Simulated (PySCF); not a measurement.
## Adding and removing an electron: PbF

UHF-CCSD(T); basis Pb def2-SVPD with ECP60, F def2-SVPD; scalar-relativistic core potentials; PySCF 2.14. Neutral (UHF): doublet (π ↑), Re = 2.099 Å, ωe = 507 cm⁻¹, De = 4.48 eV.

PbF⁺ (RHF): singlet (closed shell), Re = 2.018 Å, ωe = 607 cm⁻¹. The energies at the minima are -291.51816 hartree for PbF and -291.26826 for PbF⁺.

Work out the adiabatic ionisation energy, without and with harmonic zero-point energies (1 hartree = 27.2114 eV, 1 eV = 8065.5 cm⁻¹), and the change of the bond length.

At CCSD(T): 0.24990 hartree = 6.800 eV between the minima; the zero-point term (607.0 − 507.0)/2 cm⁻¹ = +0.006 eV makes it 6.806 eV. Re changes by -8.1 pm against the neutral. The electron leaves a π orbital, and the shorter bond of the ion fits an antibonding orbital, or a change in how ionic the bond is.

PbF⁻ (UHF): triplet (π ↑↑), Re = 2.219 Å, ωe = 381 cm⁻¹, De = 2.24 eV to Pb + F⁻. The energies at the minima are -291.51816 hartree for PbF and -291.55688 for PbF⁻.

Work out the adiabatic electron affinity, without and with harmonic zero-point energies (1 hartree = 27.2114 eV, 1 eV = 8065.5 cm⁻¹), and the change of the bond length.

At UHF-CCSD(T): 0.03872 hartree = 1.054 eV between the minima; the zero-point term (507.0 − 381.0)/2 cm⁻¹ = +0.008 eV makes it 1.061 eV. Re changes by +12.0 pm against the neutral. The electron enters a π orbital, and the longer bond of the ion fits an antibonding orbital, or a change in how ionic the bond is.

Correlated steps freeze 5 core orbitals. Correlated levels converge slowly with the basis: in double zeta they bind strong bonds too weakly, by up to about 1 eV, and carry superposition errors of some tenths. Spin–orbit coupling is left out, which matters for elements this heavy, above all for dissociation energies. For an ion De counts to the pair picked by the measured ionisation energies or electron affinities, which need not be the lowest pair at this level. States were picked by a PBE0 search and need not be the measured ground states.

Neutral and ion stand on different kinds of reference determinant, which adds to the error of the difference.
